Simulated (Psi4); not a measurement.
C4H11O2Si, doublet, at a GFN2-xTB geometry; CISD/STO-3G (Psi4).

Here is a job for Psi4.
```
memory 2 GB

molecule {
0 2
C     2.50956801   -0.33715163   -0.50159280
O     1.18589813   -0.54426342   -0.49242899
Si   -0.09634703    0.32736023    0.06431798
C     0.08491397    0.56869646    1.94980227
C    -0.29953025    1.97595272   -0.84901090
O    -1.40716230   -0.52405946   -0.36963077
C    -1.74604251   -1.84561263   -0.05309563
H     3.09287207   -1.05822443   -1.03995583
H     2.90557224    0.62238376   -0.22879432
H    -0.79770730    1.03382863    2.37813934
H     0.23386391   -0.38211570    2.45666585
H     0.93529574    1.19896111    2.19324396
H     0.58934802    2.58832915   -0.73430592
H    -1.14129601    2.54332284   -0.46896003
H    -0.45952338    1.82002152   -1.91108109
H    -0.92748070   -2.52521655   -0.29582714
H    -2.62572280   -2.11177404   -0.63985926
H    -1.97970534   -1.93728600    1.01014335
}

set {
  basis sto-3g
  reference uhf
}

energy('cisd')
print_variables()
```

What the program printed (banner, timings and long lists left out):

```
Traceback (most recent call last):
  File "psi4", line 375, in <module>
  File "<string>", line 39, in <module>
  File "site-packages/psi4/driver/driver.py", line 461, in energy
  File "site-packages/psi4/driver/task_planner.py", line 255, in task_planner
  File "site-packages/psi4/driver/driver_util.py", line 222, in negotiate_derivative_type
  File "site-packages/psi4/driver/driver_util.py", line 355, in highest_analytic_derivative_available

psi4.driver.p4util.exceptions.MissingMethodError: Method=cisd is not available for any derivative level under conditions CI_TYPE=CONV, REFERENCE=UHF, FREEZE_CORE=FALSE, QC_MODULE=(auto). See https://psicode.org/psi4manual/master/introduction.html#ss-cisd. Or did you mean? ccd ccsd cisdt cisdtq qcisd lccsd ci2 ci3 ci4 ci5 ci6 ci7 ci8 ci9 ci10 ci11 ci12 ci13 ci14 ci15 ci16 ci17 ci18 ci19 ci20 ci21 ci22 ci23 ci24 ci25 ci26 ci27 ci28 ci29 ci30 ci31 ci32 ci33 ci34 ci35 ci36 ci37 ci38 ci39 ci40 ci41 ci42 ci43 ci44 ci45 ci46 ci47 ci48 ci49 ci50 ci51 ci52 ci53 ci54 ci55 ci56 ci57 ci58 ci59 ci60 ci61 ci62 ci63 ci64 ci65 ci66 ci67 ci68 ci69 ci70 ci71 ci72 ci73 ci74 ci75 ci76 ci77 ci78 ci79 ci80 ci81 ci82 ci83 ci84 ci85 ci86 ci87 ci88 ci89 ci90 ci91 ci92 ci93 ci94 ci95 ci96 ci97 ci98

Printing out the relevant lines from the Psithon --> Python processed input file:
    H    -1.97970534   -1.93728600    1.01014335
    """)
    core.IO.set_default_namespace("")
    core.set_global_option("BASIS", "sto-3g")
    core.set_global_option("REFERENCE", "uhf")
--> energy('cisd')
    print_variables()

!----------------------------------------------------------------------------------!
!                                                                                  !
!  Method=cisd is not available for any derivative level under conditions          !
!     CI_TYPE=CONV, REFERENCE=UHF, FREEZE_CORE=FALSE, QC_MODULE=(auto). See        !
!     https://psicode.org/psi4manual/master/introduction.html#ss-cisd. Or did you  !
!     mean? ccd ccsd cisdt cisdtq qcisd lccsd ci2 ci3 ci4 ci5 ci6 ci7 ci8 ci9 ci10 !
!     ci11 ci12 ci13 ci14 ci15 ci16 ci17 ci18 ci19 ci20 ci21 ci22 ci23 ci24 ci25   !
!     ci26 ci27 ci28 ci29 ci30 ci31 ci32 ci33 ci34 ci35 ci36 ci37 ci38 ci39 ci40   !
!     ci41 ci42 ci43 ci44 ci45 ci46 ci47 ci48 ci49 ci50 ci51 ci52 ci53 ci54 ci55   !
!     ci56 ci57 ci58 ci59 ci60 ci61 ci62 ci63 ci64 ci65 ci66 ci67 ci68 ci69 ci70   !
!     ci71 ci72 ci73 ci74 ci75 ci76 ci77 ci78 ci79 ci80 ci81 ci82 ci83 ci84 ci85   !
!     ci86 ci87 ci88 ci89 ci90 ci91 ci92 ci93 ci94 ci95 ci96 ci97 ci98             !
!                                                                                  !
!----------------------------------------------------------------------------------!
```

The program refused the input.
